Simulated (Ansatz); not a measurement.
The cluster Ba2Se (the lowest singlet isomer of a short search). Total charge 0; singlet. Geometry PBE-D4/def2-TZVP, basis def2-TZVP, Ansatz.

Cartesian coordinates in Å:
```
Ba 0.5323 2.0409 0.2525
Ba -1.6748 -1.2675 -0.3176
Se 1.1425 -0.7734 0.0651
```

```tsv
run	HOMO (eV)	LUMO (eV)
A	-2.84	-1.98
B	-3.51	-1.28
C	-2.74	-1.89
D	-3.02	-2.16
E	-4.34	-0.49
F	-3.19	-1.79
```

In the def2 sets Ba takes a core potential; there is no spin–orbit coupling. LC-ωPBE has ω = 0.4 bohr⁻¹. B3LYP takes the VWN-RPA correlation. The order of the spin states hangs on the level: the triplet lies 0.29 eV below the singlet at BHLYP-D4/def2-TZVP, but 0.24 eV above it at PBE-D4/def2-TZVP. The structure comes from a short search, and lower isomers may exist.

Question: The runs used B3LYP, BHLYP, LC-ωPBE, LDA (SPW92), PBE, revPBE. Estimate which is which.

Answer: A PBE (0 % exact exchange); B BHLYP (50 % exact exchange); C revPBE (0 % exact exchange); D LDA (SPW92) (0 % exact exchange); E LC-ωPBE (range-separated); F B3LYP (20 % exact exchange). Exact exchange lowers occupied and raises empty levels; among semilocal functionals meta-GGAs tend to open the gap a little, and such runs are hard to tell apart. The gap grows from 0.85 eV (revPBE) to 3.85 eV (LC-ωPBE).
